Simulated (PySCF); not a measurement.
# Excitation energy of Au⁺ by level of theory

Au⁺ [Xe] 4f14 5d10 (1S) → Au⁺ [Xe] 4f14 5d9 6p1 (high-spin determinant), as a difference of total energies. Computed with PySCF 2.14 in aug-cc-pwCVDZ-PP with ECP60MDF, with a scalar-relativistic core potential. Correlated levels: valence: 5s2 5p6 frozen. The calculations carry no spin-orbit coupling.

```json
{"method": "UHF", "excitation energy (eV)": "8.269"}
{"method": "MP2 (valence)", "excitation energy (eV)": "9.372"}
{"method": "SCS-MP2 (valence)", "excitation energy (eV)": "9.369"}
{"method": "CCSD (valence)", "excitation energy (eV)": "9.055"}
{"method": "CCSD(T) (valence)", "excitation energy (eV)": "9.063"}
```

Problem. How much does correlation contribute at CCSD(T) (valence)?

Solution. 9.063 − (8.269) = 0.794 eV, measured against UHF.

The determinant of the upper state mixes LS terms, which raises its energy above the lowest term, most at the Hartree-Fock and MP2 levels.
